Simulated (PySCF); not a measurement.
# Correlation energy of Si⁺ (silicon, charge +1)

[Ne] 3s2 3p1, 2P determinant. All numbers are calculated (PySCF 2.14, the spin-free X2C one-electron Hamiltonian (Gaussian nucleus), in aug-cc-pCVTZ-DK (8s7p5d3f, 75 functions)). Frozen: 1s2; 11 electrons correlated.

MP2 pair energies summed by pair of shells (mhartree):

```tsv
pair	energy	share (%)
2p-2p	-188.79	57.6
2s-2p	-58.63	17.9
3s-3s	-23.19	7.1
2p-3s	-20.16	6.1
3s-3p	-18.72	5.7
2s-2s	-9.55	2.9
2p-3p	-5.80	1.8
2s-3s	-2.25	0.7
2s-3p	-0.87	0.3
```

Total MP2 correlation energy: -327.96 mhartree.

Same-spin part -81.29 and opposite-spin part -246.67 mhartree; SCS-MP2 scales them by 1/3 and 6/5 to -323.10 mhartree.
